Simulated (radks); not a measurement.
Task: These are the eigenvalues of the occupied orbitals of an atom or ion with whole-number occupations (eV). Calculated with a radial shooting solver on a logarithmic mesh with Libxc functionals: Dirac Kohn-Sham, BLYP, spin-unpolarised, spherical densities, finite nucleus; Fermi nuclear charge, rms radius of each element as measured or else 0.836 A^(1/3) + 0.57 fm.

1s1/2: -534.2904
2s1/2: -39.5197
2p1/2: -24.4763
2p3/2: -24.4317

Which element is it, and in what charge state? The configuration may be excited. Open shells, if any, fill j = l - 1/2 first.

Result: Z = 8, oxygen, charge +1: O+ in [He] 2s2 2p3. The list shows which subshells hold electrons but not how many an open one holds; the 1s level, -19.635 hartree, gives Z - s = 6.3 by -(Z - s)^2/2, which with screening and relativity narrows Z to a few neighbours, and the depths of the outer levels then fix element, charge and occupations together.
